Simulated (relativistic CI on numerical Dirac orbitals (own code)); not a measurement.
**What each ingredient does to the levels of Sm³³⁺**

Base calculation: Dirac-Coulomb-Breit CI, separate exchange-only KLI orbitals for each configuration, model QED (radiative potential, 1s self-energy scaled to tabulated hydrogen-like ionisation energies), unscaled Slater integrals.

Configurations in the expansion (outside the closed core [Ar]): 3d¹⁰4s, 3d¹⁰4p, 3d¹⁰4d, 3d¹⁰4f, 3d¹⁰5s, 3d¹⁰5p, 3d¹⁰5d, 3d¹⁰5f, 3d¹⁰5g, 3d¹⁰6s, 3d¹⁰6p, 3d¹⁰6d, 3d⁹4s², 3d¹⁰6f, 3d¹⁰7s, 3d⁹4s4p, 3d¹⁰8s, 3d⁹4s4d, 3d⁹4s4f, 3d⁹4s5s, 3d⁹4s5p, 3d⁹4s5d, 3d⁹4s5f. Double excitations out of closed p, d and f shells are left out; levels of such configurations are missing from the list, as are those of other unlisted configurations, and high levels can miss mixing partners.

Variants: (1) valence Slater integrals scaled by 0.9. Shifts of the energy above 3d¹⁰4s ²S1/2, in eV, for the lowest level and the first level of each name with at least 55 % of one term (blank where a level changes its place among those of its configuration and J or its character, or is not in the variant):

```tsv
Level	Base	Δ(1)
3d¹⁰4s ²S1/2	0.000	0.000
3d¹⁰4p ²P°1/2	69.737	+0.044
3d¹⁰4p ²P°3/2	108.977	+0.044
3d¹⁰4d ²D3/2	220.773	+0.001
3d¹⁰4d ²D5/2	228.908	+0.001
3d¹⁰4f ²F°5/2	348.497	+0.001
3d¹⁰4f ²F°7/2	350.078	+0.001
3d¹⁰5s ²S1/2	562.701	+0.013
3d¹⁰5p ²P°1/2	596.114	+0.006
3d¹⁰5p ²P°3/2	614.172	+0.008
3d¹⁰5d ²D3/2	666.552	0.000
3d¹⁰5d ²D5/2	670.426	0.000
3d¹⁰5f ²F°5/2	722.944	0.000
3d¹⁰5f ²F°7/2	723.921	0.000
3d¹⁰5g ²G7/2	747.680	+0.001
3d¹⁰5g ²G9/2	748.049	+0.001
3d¹⁰6s ²S1/2	838.684	+0.010
3d¹⁰6p ²P°1/2	857.112	+0.003
3d¹⁰6p ²P°3/2	866.954	+0.004
3d¹⁰6d ²D3/2	895.718	0.000
3d¹⁰6d ²D5/2	897.881	0.000
3d⁹4s² ²D5/2	923.122	+0.021
```

At this charge energies of transitions that change n are usually good to better than 1 %, and those within a shell (Δn = 0) to a few per cent.

Ionisation energy from the two ground configurations alone: base 1379.64 eV. The NIST ASD value (semi-empirical) is 1381.56 eV.

LS names give the leading component of a level, which can be under half, so a name can repeat, a term be missing and a line seem to break the LS rules.
